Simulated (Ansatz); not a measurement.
CH₄AlNO₂ from Hartree–Fock to CCSD(T)

Z-matrix (Å, degrees):
```
N
C 1 1.327
H 1 1.008 2 119.6
H 1 1.004 2 121.0 3 179.9
O 2 1.227 1 123.3 3 0.0
H 2 1.100 1 115.4 3 -180.0
Al 5 2.130 2 119.1 1 -179.9
O 7 1.733 5 88.3 2 178.9
H 8 0.957 7 119.6 5 -179.9
```

Charge 0, multiplicity 1. The bonds changed during the relaxation, so this is another structure than the one it started from. Geometry: relaxed with PBE0-D4/def2-TZVP. It is one conformer, not always the lowest. Frozen core, restricted reference, Ansatz. CBS rows extrapolate triple and quadruple zeta; past MP2 they add the triple-zeta difference.

```json
{"basis": "def2-SVP", "HF (Eh)": "-486.07860", "MP2 corr.": "-0.72149", "CCSD corr.": "-0.75392", "(T)": "-0.02162", "CCSD(T) total": "-486.85414"}
{"basis": "def2-TZVPP", "HF (Eh)": "-486.46361", "MP2 corr.": "-0.90860", "CCSD corr.": "-0.92994", "(T)": "-0.03792", "CCSD(T) total": "-487.43147"}
{"basis": "def2-QZVPP", "HF (Eh)": "-486.48263", "MP2 corr.": "-0.97805", "CCSD corr.": "–", "(T)": "–", "CCSD(T) total": "–"}
{"basis": "CBS(def2)", "HF (Eh)": "-486.48525", "MP2 corr.": "-1.02950", "CCSD corr.": "-1.05083", "(T)": "as TZ", "CCSD(T) total": "-487.57400"}
```
